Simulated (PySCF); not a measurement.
# Radial density of Pb⁶⁶⁺ (lead, charge +66)

UHF, [Ne] 3s2 3p4, high-spin 3P determinant. Calculation: PySCF 2.14, in an uncontracted even-tempered set (17 s from 19 bohr⁻², ratio 2.5; 12 p from 25 bohr⁻², ratio 2.5; 4 d from 100 bohr⁻², ratio 2.7; 4 f from 150 bohr⁻², ratio 2.7); the spin-free X2C one-electron Hamiltonian (Gaussian nucleus).

| r (bohr) | 4πr²ρ (e/bohr) | 4πr²(ρα − ρβ) |
| --- | --- | --- |
| 0.0123 | 113.9 | 1.2739 |
| 0.0208 | 96.73 | 3.7688 |
| 0.0349 | 124.7 | 6.1109 |
| 0.0587 | 124.1 | 1.5861 |
| 0.0988 | 50.12 | 4.7794 |
| 0.166 | 46.63 | 14.7820 |
| 0.280 | 5.593 | 1.9033 |
| 0.470 | 0.02255 | 0.0070 |

Densities and radii are taken from the X2C orbitals without a picture-change correction, which distorts them close to the nucleus.

Spin-orbit coupling is strong in this species (close to jj coupling), so the high-spin LS determinant is a model state, not a physical level.
